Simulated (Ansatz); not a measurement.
`N[SiH](C=O)CCl` + H₂S → `N[SiH](S)CCl` + `C=O`  (ligand exchange at the Si–C bond)

Gas-phase electronic energies from Ansatz, PBE0-D4/def2-TZVP geometries. CCSD(T)/CBS is the MP2 limit (def2-TZVPP, def2-QZVPP) plus CCSD(T) − MP2 in def2-TZVPP, frozen cores. This one scheme is used for every species. DFT in def2-TZVPP. B3LYP here is the variant with VWN-RPA as its local correlation; programs differ in this. Each species was taken in one conformer, which may not be the lowest.

```json
{"level": "PBE-D4", "ΔE (kcal/mol)": "-19.5", "difference from CCSD(T)/CBS": "0.4"}
{"level": "PBE0-D4", "ΔE (kcal/mol)": "-20.3", "difference from CCSD(T)/CBS": "-0.4"}
{"level": "B3LYP-D4", "ΔE (kcal/mol)": "-19.3", "difference from CCSD(T)/CBS": "0.6"}
{"level": "HF/def2-TZVPP", "ΔE (kcal/mol)": "-19.7", "difference from CCSD(T)/CBS": "0.2"}
{"level": "SCS-MP2/def2-TZVPP", "ΔE (kcal/mol)": "-20.4", "difference from CCSD(T)/CBS": "-0.5"}
{"level": "CCSD/def2-TZVPP", "ΔE (kcal/mol)": "-19.4", "difference from CCSD(T)/CBS": "0.5"}
{"level": "CCSD(T)/def2-TZVPP", "ΔE (kcal/mol)": "-19.5", "difference from CCSD(T)/CBS": "0.4"}
{"level": "MP2/def2-QZVPP", "ΔE (kcal/mol)": "-21.6", "difference from CCSD(T)/CBS": "-1.7"}
{"level": "SCS-MP2/def2-QZVPP", "ΔE (kcal/mol)": "-20.6", "difference from CCSD(T)/CBS": "-0.7"}
{"level": "MP2/CBS(def2)", "ΔE (kcal/mol)": "-21.8", "difference from CCSD(T)/CBS": "-1.9"}
{"level": "CCSD(T)/CBS", "ΔE (kcal/mol)": "-19.9", "difference from CCSD(T)/CBS": "0"}
```

Largest T1 diagnostic among the species: 0.015.

The D4 term adds −1.0 kcal/mol with B3LYP and −0.5 kcal/mol with PBE0; it sums over pairs of atoms, weighted by their polarisabilities, and B3LYP, whose exchange is more repulsive, gets the larger term. From PBE to PBE0 (25 % exact exchange), in def2-TZVPP and without D4, ΔE moves by −0.9 kcal/mol.
